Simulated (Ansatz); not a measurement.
Total energies of the cluster Li4H⁺ (the lowest singlet isomer of a short search) from Ansatz at r2SCAN-D4/def2-TZVP, gas phase (1 Eh = 27.2114 eV = 2625.5 kJ/mol). The reference geometry is relaxed at PBE0-D4/def2-TZVP.

```xyz
5

Li   -0.1832   -1.5450   -0.1383
Li    2.4414    0.2748    0.2492
Li   -0.3367    0.8120   -1.2944
Li   -0.5971    0.6092    1.3204
H    -1.3244   -0.1510   -0.1369
```

| state | geometry | energy (Eh) |
| --- | --- | --- |
| charge 1 singlet | reference | -30.46202 |
| charge 0 doublet | reference | -30.61477 |
| charge 1 triplet | relaxed at PBE0-D4/def2-TZVP | -30.44023 |
| charge 1 quintet | relaxed at PBE0-D4/def2-TZVP | -30.30793 |

Q: Work out the vertical electron affinity, to the doublet.

A: E(charge 1 singlet) − E(charge 0 doublet) = -30.46202 − (-30.61477) = 0.15275 Eh = 4.16 eV.

Q: Which of the charge 1 states is lowest, and how far above it are the others?

A: The singlet. triplet: -30.44023 − (-30.46202) = 0.02179 Eh = 57.2 kJ/mol; quintet: -30.30793 − (-30.46202) = 0.15409 Eh = 404.6 kJ/mol. The quintet has fallen apart, so its energy is that of loose fragments and no spin gap. The triplet differs in its bonds from the reference. The quintet differs in its bonds from the reference.

At r2SCAN-D4/def2-TZVP the charge 0 doublet is spin-contaminated (final ⟨S²⟩ up to 1.05, 0.75 for a pure state). 

The structure comes from a short search, and lower isomers may exist.
